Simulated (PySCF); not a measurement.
Li (lithium, neutral) across methods

[He] 3d1, 2D determinant (an excited configuration). All numbers are calculated (PySCF 2.14, the non-relativistic Hamiltonian (point nucleus), in aug-cc-pVQZ (6s5p4d3f2g, 80 functions)).

```
   method  E (hartree)  mean ε 1s α (eV)  mean ε 1s β (eV)  mean ε 3d α (eV)  Σ⟨r²⟩ (bohr²)   ⟨S²⟩
      M06      -7.3561           -60.669           -60.666            -0.862          64.18  0.750
     PBE0      -7.3243           -60.576           -60.575            -0.892          65.22  0.750
CAM-B3LYP      -7.3205           -62.051           -62.051            -1.116          64.69  0.750
      LDA      -7.2022           -55.712           -55.711            -0.561          66.04  0.750
      PBE      -7.3221           -56.479           -56.477            -0.714          65.17  0.750
    HSE06      -7.3276           -60.189           -60.189            -0.665          65.63  0.750
BHandHLYP      -7.3370           -64.909           -64.908            -0.939          64.95  0.750
      UHF     -7.28261           -72.100           -72.100            -1.258          65.23  0.750
   r2SCAN      -7.3398           -58.043           -58.044            -0.581          65.90  0.750
```

The outer electron is Rydberg-like, and this basis confines it to a smaller radius and binds it less than a complete one would.
